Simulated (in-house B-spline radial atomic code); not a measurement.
Tm3+: [Kr] 4d10 4f13 5s2 (5p1/2)1 (5p3/2)4 (with a hole in an inner shell)

All numbers are computed (Dirac-Hartree-Fock, average of the jj configuration; Fermi nucleus of rms radius 5.2256 fm) with a B-spline radial code for spherical atoms, not measured.

Effective charges: Z_r = [3n² - l(l+1)]/(2<r>) from the radius, Z_e = n√(-2ε) from the energy, and Slater's rules. Values are occupation-weighted means over j. An effective charge above Z reflects the relativistic contraction of the inner shells.

```json
{"shell": "1s", "electrons": "2", "ε (eV)": "-59779", "<r> (bohr)": "0.02001", "Z_r": "74.97", "Z_e": "66.28", "Slater": "68.70"}
{"shell": "2s", "electrons": "2", "ε (eV)": "-10237", "<r> (bohr)": "0.08423", "Z_r": "71.23", "Z_e": "54.86", "Slater": "64.85"}
{"shell": "2p", "electrons": "6", "ε (eV)": "-9080.3", "<r> (bohr)": "0.07506", "Z_r": "66.62", "Z_e": "51.67", "Slater": "64.85"}
{"shell": "3s", "electrons": "2", "ε (eV)": "-2378.2", "<r> (bohr)": "0.2199", "Z_r": "61.40", "Z_e": "39.66", "Slater": "57.75"}
{"shell": "3p", "electrons": "6", "ε (eV)": "-2017.4", "<r> (bohr)": "0.2191", "Z_r": "57.05", "Z_e": "36.53", "Slater": "57.75"}
{"shell": "3d", "electrons": "10", "ε (eV)": "-1549.5", "<r> (bohr)": "0.1998", "Z_r": "52.56", "Z_e": "32.02", "Slater": "47.85"}
{"shell": "4s", "electrons": "2", "ε (eV)": "-519.26", "<r> (bohr)": "0.4987", "Z_r": "48.13", "Z_e": "24.71", "Slater": "41.25"}
{"shell": "4p", "electrons": "6", "ε (eV)": "-397.45", "<r> (bohr)": "0.5284", "Z_r": "43.53", "Z_e": "21.62", "Slater": "41.25"}
{"shell": "4d", "electrons": "10", "ε (eV)": "-228.04", "<r> (bohr)": "0.5742", "Z_r": "36.57", "Z_e": "16.38", "Slater": "29.85"}
{"shell": "5s", "electrons": "2", "ε (eV)": "-92.359", "<r> (bohr)": "1.241", "Z_r": "30.22", "Z_e": "13.03", "Slater": "12.55"}
{"shell": "5p", "electrons": "5", "ε (eV)": "-61.109", "<r> (bohr)": "1.451", "Z_r": "25.15", "Z_e": "10.60", "Slater": "12.55"}
{"shell": "4f", "electrons": "13", "ε (eV)": "-43.316", "<r> (bohr)": "0.7538", "Z_r": "23.88", "Z_e": "7.14", "Slater": "18.80"}
```

The least bound orbital is 4f7/2 at -42.79 eV, while the most diffuse is 5p3/2 (<r> = 1.471 bohr against 0.7612 bohr): energy order and size order differ.

For the 1s electron the small component carries 6.69 % of the norm, the zero-frequency Breit interaction raises the level by 192.9 eV, self-energy by 118 eV, and vacuum polarisation lowers it by 20.72 eV.
